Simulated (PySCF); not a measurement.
The vertical singlet excitations below were computed for one of the candidates. Level of theory: TDDFT CAM-B3LYP/def2-SVPD, vertical, gas phase, core orbitals frozen in the response in PySCF. Geometries: GFN2-xTB, one conformer each.

```json
{"state": "S1", "E (eV)": "3.88", "f": "0.0000", "main configurations (H = HOMO, L = LUMO)": "H→L+1 (65%), H-1→L (25%)"}
{"state": "S2", "E (eV)": "4.07", "f": "0.187", "main configurations (H = HOMO, L = LUMO)": "H→L (71%), H-1→L+1 (23%)"}
{"state": "S3", "E (eV)": "4.21", "f": "0.0000", "main configurations (H = HOMO, L = LUMO)": "H-1→L (69%), H→L+1 (25%)"}
{"state": "S4", "E (eV)": "4.95", "f": "0.0020", "main configurations (H = HOMO, L = LUMO)": "H→L+2 (61%), H-2→L (34%)"}
{"state": "S5", "E (eV)": "5.76", "f": "0.497", "main configurations (H = HOMO, L = LUMO)": "H-1→L+1 (34%), H-3→L (26%), H→L (22%)"}
{"state": "S6", "E (eV)": "6.07", "f": "0.177", "main configurations (H = HOMO, L = LUMO)": "H-2→L (61%), H→L+2 (36%)"}
{"state": "S7", "E (eV)": "6.46", "f": "0.013", "main configurations (H = HOMO, L = LUMO)": "H→L+3 (90%)"}
{"state": "S8", "E (eV)": "6.59", "f": "0.0012", "main configurations (H = HOMO, L = LUMO)": "H-1→L+2 (98%)"}
```

Task: Which structure fits?
A. `C#C[C@@H]1CC[C@H]1CF`
B. `FC1=CC=C(C#P)C=C1`
C. `C=C/C=C\[C@H](F)C=C`
D. `C=C[C@@H]1C(=C)C[C@H]1F`
E. `C#C/C=C(/C)[Si](F)(F)F`

Result: B. Its S1, at 3.88 eV, is the lowest among the candidates; the nearest of the others has S1 at 5.21 eV. S1 is HOMO→LUMO+1 (65%), HOMO-1→LUMO (25%). Löwdin shares by element: HOMO carbon 45% or more, phosphorus 28% (atoms not listed hold the other 27%); LUMO carbon 39% or more, phosphorus 32% (atoms not listed hold the other 29%). At the same level the other candidates give, for their lowest levels:
- `C=C/C=C\[C@H](F)C=C`: 5.65 eV (f 0.773); 6.48 eV (f 0.019); 6.78 eV (f 0.008); 6.88 eV (f 0.034); 6.99 eV (f 0.013); T1 3.16 eV; HOMO -8.14, LUMO -0.09 eV
- `C=C[C@@H]1C(=C)C[C@H]1F`: 6.70 eV (f 0.147); 7.07 eV (f 0.123); 7.17 eV (f 0.130); 7.29 eV (f 0.067); 7.53 eV (f 0.211); T1 4.31 eV; HOMO -8.71, LUMO 0.89 eV
- `C#C[C@@H]1CC[C@H]1CF`: 6.55 eV (f 0.000); 6.81 eV (f 0.005); 6.83 eV (f 0.001); 7.54 eV (f 0.035); 7.55 eV (f 0.054); T1 5.45 eV; HOMO -9.14, LUMO 1.28 eV
- `C#C/C=C(/C)[Si](F)(F)F`: 5.21 eV (f 0.000); 5.25 eV (f 0.309); 6.20 eV (f 0.000); 6.95 eV (f 0.002); 7.16 eV (f 0.002); T1 3.17 eV; HOMO -8.85, LUMO -0.83 eV
Triplets come from the Tamm–Dancoff approximation.
